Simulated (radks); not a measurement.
Task: Radial electron density D(r) = 4 pi r^2 rho(r) of an atom or ion with 26 electrons. Method: Dirac Kohn-Sham, PBE, spin-unpolarised, spherical densities, point nucleus; computed with a radial shooting solver on a logarithmic mesh with Libxc functionals.

```
   r/bohr * D(r) (the largest magnitude, 39.4, reaches the edge; | marks zero)
 0.006428 |        *
 0.008171 |            *
  0.01039 |                 *
  0.01321 |                        *
  0.01679 |                                *
  0.02134 |                                       *
  0.02713 |                                             *
  0.03421 |                                                *
  0.04349 |                                               *
  0.05529 |                                           *
  0.07029 |                                       *
  0.08936 |                                       *
   0.1136 |                                              *
   0.1444 |                                                      *
   0.1836 |                                                      *
   0.2315 |                                            *
   0.2943 |                              *
   0.3741 |                        *
   0.4756 |                           *
   0.6046 |                              *
   0.7686 |                         *
   0.9771 |               *
    1.242 |      *
    1.567 |  *
    1.991 |*
    2.532 *
    3.218 *
```

What is the nuclear charge?

Result: Z = 29. The innermost maximum, from 1s, lies near gamma/Z bohr with gamma = sqrt(1 - (Z/c)^2) = 0.977, here 0.0337 bohr (found: 0.0365), and its height grows with Z. The density is that of the copper ion Cu3+ in [Ar] 3d8; the configuration itself is not fixed sharply by these data, and Z only to about a unit. D(r) has 3 maxima, at r = 0.0365, 0.165, 0.595 bohr, and minima at 0.0786, 0.377 bohr, inside which lie 2.12, 10.84 electrons.
